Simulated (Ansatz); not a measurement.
Born–Oppenheimer molecular dynamics of H$_{10}$OSi$_{3}$ (14 atoms, charge 0, multiplicity 1). It starts at the highest image of a converged band. Of that band: Neighbouring images differ by up to 1.7 eV, so the band resolves the path poorly. A vibrational analysis at the climbing image gives one clearly imaginary mode, 414i cm⁻¹: a first-order saddle point.

All numbers below come from UKS BLYP/def2-SVP (Ansatz).

```json
{
 "ensemble": "NVE (velocity Verlet)",
 "time step": "0.5 fs",
 "steps asked": "200",
 "starting velocities drawn for": "300 K",
 "seed": "5417"
}
```

First frame:

```xyz
14
Properties=species:S:1:pos:R:3
Si 0.017 -1.062 0.279
Si -0.091 1.770 0.999
H -0.907 -1.065 1.463
H 0.517 -2.497 0.247
Si -0.925 -0.744 -1.866
H 1.574 0.444 0.768
O 1.884 -0.534 0.478
H 0.516 3.034 0.423
H -0.138 1.984 2.498
H -1.536 1.792 0.561
H -1.611 0.577 -2.021
H -1.901 -1.856 -2.143
H 0.196 -0.844 -2.862
H 2.406 -0.999 1.177
```

Question: How far do the bonds stretch over the last three quarters of this one trajectory? (Pairs bonded in most of those frames.)

Answer: 
```
   bond  mean (Å)  spread (Å)  shortest  longest
 Si1–H3     1.500       0.027      1.46     1.54
 Si1–H4     1.509       0.021      1.47     1.54
Si1–Si5     2.390       0.027      2.35     2.44
 Si1–O7     1.704       0.051      1.63     1.78
 Si2–H6     1.553       0.168      1.29     1.80
 Si2–H8     1.515       0.062      1.42     1.61
 Si2–H9     1.506       0.016      1.48     1.54
Si2–H10     1.503       0.045      1.43     1.57
Si5–H11     1.509       0.058      1.42     1.59
Si5–H12     1.506       0.014      1.48     1.53
Si5–H13     1.506       0.017      1.48     1.53
 O7–H14     0.977       0.013      0.96     1.00
```

Mean temperature of the second half: 1398 K. The conserved energy stayed within 0.29 meV per atom of its start (net change 0.042 meV per atom), so the integration is sound. The kinetic energy rose, since the run started high on the potential surface and went downhill. It ends in pieces (H4Si + H6OSi2), so much of that is their flight and rotation, not heat. A run of 0.1 ps of so small a system gives no equilibrium averages. The orbitals stay closed-shell, which can raise the energy where a bond breaks towards radicals; this wasn't checked here.

Run time: 11 min on 4 threads of Arm Neoverse N1, with other jobs on the host, peak memory 0.21 GiB.
